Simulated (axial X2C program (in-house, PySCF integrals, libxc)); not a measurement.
# Correcting the dissociation energy of CuTe for spin–orbit coupling

A spin-free PBE0 curve (one-electron X2C) was computed with an in-house relativistic program for diatomic molecules, basis Te dyall-cv3z [11s12p8d4f1g], Cu dyall-cv3z [9s9p6d3f2g] (cores contracted in-house), for the state M_S = 1/2, Λ = 1 (beyond evenly filled blocks: π+α, π+β, π-α). It gives D0 = 2.390 eV to Te + Cu, which in a spin-free picture are the weighted means of the ground terms.

Measured levels of the ground terms (NIST Handbook of Basic Atomic Spectroscopic Data), in cm⁻¹: Te 3P: J = 2 at 0, J = 0 at 4706.5, J = 1 at 4750.7; Cu 2S: J = 1/2 at 0.

The two components of the molecular doublet are 3413 cm⁻¹ apart in the PBE0 2c search (Ω = 3/2 lower), so the lower one lies 1706 cm⁻¹ under their mean.

Question: How far does each ground level lie under the (2J+1)-weighted mean of its term?

Answer: Te: (5 × 0 + 1 × 4706.5 + 3 × 4750.7)/9 = 2107 cm⁻¹; Cu: a single level, 0.

Question: Correct D0.

Answer: D0 = 2.390 + (1706 − 2107)/8065.5 = 2.340 eV at PBE0 with these spin–orbit terms. The direct two-component run, taken to the lowest atomic determinants of a wider search where it found them, gives 2.358 eV; the difference holds second-order terms in the molecule, scalar two-electron terms, the gap between measured and computed atomic splittings (a 2c atom can miss part of its lowering) and, in coupled cluster, the truncation of each run.

Second-order spin–orbit effects in the molecule, which grow quickly with Z, are left out. The state is one determinant whose occupation by symmetry is held fixed; it was picked as the lowest of a PBE0 search that is not exhaustive. De is counted from the lowest determinant-based energies of the atoms at the same level, without counterpoise correction. The functionals have no current-density term, which raises determinants with orbital currents, atoms included.
